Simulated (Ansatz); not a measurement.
Consider the cleavage of the Si–Ga bond: `N[SiH](O)[GaH2]` + NH₃ → `N[SiH](N)O` + `[GaH3]`.

Computed with Ansatz on PBE0-D4/def2-TZVP structures; ΔE is electronic, products minus reactants. CBS: MP2 limit from def2 TZ/QZ plus the TZ coupled-cluster correction, frozen cores. This one scheme is used for every species. Functionals use def2-TZVPP. B3LYP here is the variant with VWN-RPA as its local correlation; programs differ in this. HSE06 is defined as in plane-wave codes. For Ga outer-core shells are correlated without core-valence functions, which leaves a few kJ/mol of doubt a bond. Scalar relativity is left out up to krypton. Each species was taken in one conformer, which may not be the lowest.

```tsv
level	ΔE (kJ/mol)	difference from CCSD(T)/CBS
LDA (SPW92)	-61.5	4.2
PBE-D4	-48.9	16.8
revPBE-D4	-51.5	14.2
BLYP-D4	-57.2	8.5
r2SCAN-D4	-67.2	-1.5
B97M-V	-74.2	-8.5
PBE0-D4	-57.6	8.1
B3LYP-D4	-63.6	2.1
r2SCANh-D4	-68.7	-3.0
r2SCAN0-D4	-70.7	-5.0
HSE06-D4	-57.3	8.4
BHLYP-D4	-71.9	-6.2
CAM-B3LYP-D4	-72.9	-7.2
PBE-QIDH	-68.6	-2.9
PBE	-49.8	15.9
revPBE	-46.5	19.2
BLYP	-57.6	8.1
r2SCAN	-67.4	-1.7
PBE0	-58.7	7.0
B3LYP	-65.3	0.4
r2SCAN0	-71.2	-5.5
HSE06	-58.6	7.1
BHLYP	-76.4	-10.7
CAM-B3LYP	-74.5	-8.8
LC-ωPBE	-68.3	-2.6
RPA@PBE/def2-TZVPP	-66.2	-0.5
HF/def2-SVP	-82.2	-16.5
MP2/def2-SVP	-73.4	-7.7
CCSD/def2-SVP	-69.3	-3.6
CCSD(T)/def2-SVP	-67.1	-1.4
MP2/def2-TZVPP	-72.9	-7.2
SCS-MP2/def2-TZVPP	-74.1	-8.4
CCSD/def2-TZVPP	-70.6	-4.9
CCSD(T)/def2-TZVPP	-68.2	-2.5
HF/def2-QZVPP	-89.1	-23.4
MP2/def2-QZVPP	-72.1	-6.4
SCS-MP2/def2-QZVPP	-73.9	-8.2
HF/CBS(def2)	-89.3	-23.6
MP2/CBS(def2)	-70.4	-4.7
CCSD/CBS(def2)	-68.2	-2.5
CCSD(T)/CBS	-65.7	0
```

Problem. What do rigid-rotor, harmonic-oscillator terms from PBE0-D4/def2-TZVP frequencies (298.15 K, 1 bar) make of the CCSD(T)/CBS value? (Best estimate.)

Solution. Computed: ΔZPE = -6.0 kJ/mol, ΔH = -75.0 kJ/mol, ΔS = -21 J/(mol·K), ΔG = -68.7 kJ/mol.

Largest T1 diagnostic among the species: 0.013.

From r2SCAN to r2SCAN0 (25 % exact exchange), in def2-TZVPP and without D4, ΔE moves by −3.7 kJ/mol. In def2-TZVPP, CCSD(T) changes the Hartree–Fock value by +19.1 kJ/mol (the triples alone add +2.4 kJ/mol) and MP2 by +14.4 kJ/mol. Leaving LDA and LC-ωPBE aside and taking each functional with its dispersion term where it has one, the values spread over 25.4 kJ/mol, from B97M-V to PBE-D4. LDA lies −11.7 kJ/mol from PBE without D4.

CCSD(T)/CBS has its own doubt, a few kJ/mol and more with outer-core shells, so smaller differences from it don't rank the levels.
